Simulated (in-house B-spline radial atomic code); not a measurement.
Inner-shell binding energies (edges) and X-ray emission energies of free atoms and ions, as differences of relaxed hole-state energies with first-order Breit, QED and recoil terms, without correlation or multiplet splittings, in NIST's listed ground configurations. For neutral atoms such line energies lie within some 1 to 5 eV of tabulated X-ray lines (up to 20 eV for the heaviest). K = 1s, L2 = 2p1/2, L3 = 2p3/2, M3 = 3p3/2. A dash marks a subshell that is part filled or wasn't run, or a line left out. Computed with an all-electron radial atomic-structure program (B-spline basis): Dirac-Hartree-Fock, average of the configuration, finite nuclei.

| ion | configuration | L3 edge (eV) | K-L2 (eV) | K-M3 (eV) |
| --- | --- | --- | --- | --- |
| Pd+ | [Kr] 4d9 | 3193.18 | 21018.2 | 23815.4 |
| Ag2+ | [Kr] 4d9 | 3385.29 | 21988.3 | 24938.9 |
| Cd3+ | [Kr] 4d9 | 3585.04 | 22982.1 | 26091.2 |
| In4+ | [Kr] 4d9 | ? | ? | ? |
| Sn5+ | [Kr] 4d9 | ? | ? | ? |
| Sb6+ | [Kr] 4d9 | 4228.39 | 26108.8 | 29723.5 |
| Te7+ | [Kr] 4d9 | 4457.24 | 27200 | 30993.6 |

**Question.** Fill in the row of In4+.

**Answer.** L3 edge (eV): 3792.22; K-L2 (eV): 24000; K-M3 (eV): 27272.5.

**Question.** Fill in the row of Sn5+.

**Answer.** L3 edge (eV): 4006.7; K-L2 (eV): 25042.2; K-M3 (eV): 28483.2.
